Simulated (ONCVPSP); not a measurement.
tantalum (Ta): one change to an ONCV potential, before and after

| Property | Result |
| --- | --- |
| Element | Ta |
| Generator | ONCVPSP 4.0.1 |
| Type | optimised norm-conserving Vanderbilt (ONCV) |
| Functional | PW91 |
| Relativity | fully relativistic |
| Frozen core | [Kr] 4d10 4f14 |
| Valence charge | 13 |
| Reference configuration | 5s2 5p6 5d2 (charge +3) |
| Partial waves | 5s: rc 1.85 bohr, ncon 4, nbas 8, qcut 5.9 1/bohr, 2 projectors, debl 2.7 Ha; 5p: rc 2.10 bohr, ncon 4, nbas 7, qcut 6.2 1/bohr, 1 projector; 5d: rc 2.05 bohr, ncon 3, nbas 8, qcut 9.4 1/bohr, 2 projectors, debl 0.4 Ha |
| Local potential | polynomial inside 1.50 bohr (lpopt 5, dvloc0 1 Ha) |
| Core correction | none |

Open shells are filled in proportion to 2j + 1.

In the s channel the program set the typed energies aside and used -3.709, 0.050 Ha. In the d channel the program set the typed energies aside and used -1.060, 0.250 Ha (j = l + 1/2; the other j can differ).

Change: s: qcut 4; p: qcut 4.2; d: qcut 6.3.

Cutoffs: the cutoffs (Ha) at which the residual kinetic energy of the hardest occupied pseudo-wave falls to 1 and 0.1 mHa per electron; they do not see the model core or the augmentation charge, which bear on the density cutoff. Errors are all-electron minus pseudo energies relative to the spin-unpolarised reference configuration.

Task: How do hardness, ghosts and transferability respond?

Result: The potential gets harder (14 Ha and 18 Ha → 23 Ha and 48 Ha); of the 4 tests that both files solve, the error grows in 1 and shrinks in 1 by more than 15 % and 0.3 meV (median size 27.1 → 48.7 meV); the range in which the s phases agree narrows (upper end 4.9 → 3.7); neither file shows a bound ghost.

| quantity | base | changed |
| --- | --- | --- |
| cutoff, loose | 14 Ha | 23 Ha |
| cutoff, tight | 18 Ha | 48 Ha |
| loose cutoff by channel | s 13 Ha, p 13 Ha, d 14 Ha | s 8.2 Ha, p 23 Ha, d 14 Ha |
| bound ghosts | none | none |
| GHOST(+) flags under 300 eV | s at 167.5 eV | none |
| error for 5s2 5p6 5d3 6s2, meV [ΔE -47.23 eV] | +60 | +65 |
| error for 5s2 5p6 5d3 6s1, meV [ΔE -38.70 eV] | +30 | +33 |
| error for 5s2 5p6 5d3, meV [ΔE -23.67 eV] | +1.4 | -0.7 |
| error for 5s2 5p5 5d3 6s2, meV [ΔE -1.68 eV] | +24 | +79 |
| s: phases at 1.88 bohr within 0.05 rad from the reference energy up to (Ha; the scan ends near 5) | 4.9 | 3.7 |
| p3/2: phases at 2.13 bohr within 0.05 rad from the reference energy up to (Ha; the scan ends near 5) | -0.7 | -0.5 |
| p1/2: phases at 2.13 bohr within 0.05 rad from the reference energy up to (Ha; the scan ends near 5) | -0.7 | -0.8 |
| d5/2: phases at 2.08 bohr within 0.05 rad from the reference energy up to (Ha; the scan ends near 5) | to the end of the scan | to the end of the scan |
| d3/2: phases at 2.08 bohr within 0.05 rad from the reference energy up to (Ha; the scan ends near 5) | to the end of the scan | to the end of the scan |
